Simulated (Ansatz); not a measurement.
The pair A = AlH3 (SMILES [AlH3]) (first 4 atoms), B = H2O (SMILES O); geometry from B3LYP-D3(BJ)/def2-TZVP.
(charge 0, multiplicity 1):
```xyz
7

Al    -0.0213     0.2183     0.3257
H      0.6033    -0.9348    -0.5657
H     -1.6083     0.3857     0.3374
H      0.8687     1.5100     0.6192
O      0.1113    -0.5471     2.2166
H     -0.7537    -0.6487     2.6342
H      0.6594    -0.0025     2.7963
```

Correlated levels freeze the cores. MP2 and its Hartree–Fock in aug-cc-pV(Q+d)Z are density fitted.

The values were computed with Ansatz (an electronic-structure program). 

The counterpoise-corrected interaction energy is E(AB) − E(A in the pair's basis) − E(B in the pair's basis). Total energies (hartree):

| level | AB | A in the pair's basis | B in the pair's basis |
|---|---|---|---|
| HF/aug-cc-pV(T+d)Z | -319.7346485 | -243.6410379 | -76.0598782 |
| MP2/aug-cc-pV(T+d)Z | -320.1029564 | -243.7374864 | -76.3292095 |
| HF/aug-cc-pV(Q+d)Z | -319.7432879 | -243.6438073 | -76.0651419 |
| MP2/aug-cc-pV(Q+d)Z | -320.1343608 | -243.7452361 | -76.3516777 |
| CCSD(T)/aug-cc-pV(T+d)Z | -320.1410402 | -243.7624294 | -76.3425531 |

Task: Work out the counterpoise-corrected interaction energy at the basis-set limit: extrapolate the MP2 correlation part as X⁻³, take Hartree–Fock from the larger set, and add the CCSD(T) − MP2 difference of aug-cc-pV(T+d)Z.

Result: 
1. Differences (1 hartree = 627.509 kcal/mol): HF/aug-cc-pV(T+d)Z -21.167; MP2/aug-cc-pV(T+d)Z -22.754; HF/aug-cc-pV(Q+d)Z -21.548; MP2/aug-cc-pV(Q+d)Z -23.498; CCSD(T)/aug-cc-pV(T+d)Z -22.626.
2. Correlation parts, MP2 less HF: -1.586 in aug-cc-pV(T+d)Z (X = 3), -1.950 in aug-cc-pV(Q+d)Z (X = 4).
3. Limit (4³·(-1.950) − 3³·(-1.586))/(4³ − 3³) = -2.216; with HF/aug-cc-pV(Q+d)Z it gives -23.764.
4. CCSD(T) less MP2 in aug-cc-pV(T+d)Z: 0.127.
Result: -23.64 kcal/mol, against -22.75 at MP2/aug-cc-pV(T+d)Z. It is an estimate of this method's limit, not of the exact value.
